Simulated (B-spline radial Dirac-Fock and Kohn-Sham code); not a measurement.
**Total and shell-resolved photoionisation of Ar¹⁴⁺**

System: the Ar¹⁴⁺ ion in the configuration [He] 2s2.

Level of theory: Dirac-Hartree-Slater photoionisation with all multipoles and Dirac-Fock thresholds; a radial finite-basis atomic code.

Computed thresholds (eV): K 3936.1, L1 849.9.

| photon energy (eV) | total (b) | K (%) | L (%) |
| --- | --- | --- | --- |
| 871 | 111700 | – | 100.0 |
| 1000 | 86630 | – | 100.0 |
| 1253.6 | 55890 | – | 100.0 |
| 1400 | 44650 | – | 100.0 |
| 2984.4 | 8077 | – | 100.0 |
| 9210 | 5356 | 91.8 | 8.2 |
| 12900 | 2035 | 91.4 | 8.6 |
| 15000 | 1309 | 91.3 | 8.7 |
| 100000 | 3.786 | 90.5 | 9.5 |
| 131000 | 1.611 | 90.4 | 9.6 |

Q: With what power of the photon energy does the total fall between 100000 and 131000 eV?

A: As E^-3.16. The non-relativistic Born limit for an s electron far above threshold is E^-3.5; near threshold and at relativistic energies the fall is slower.
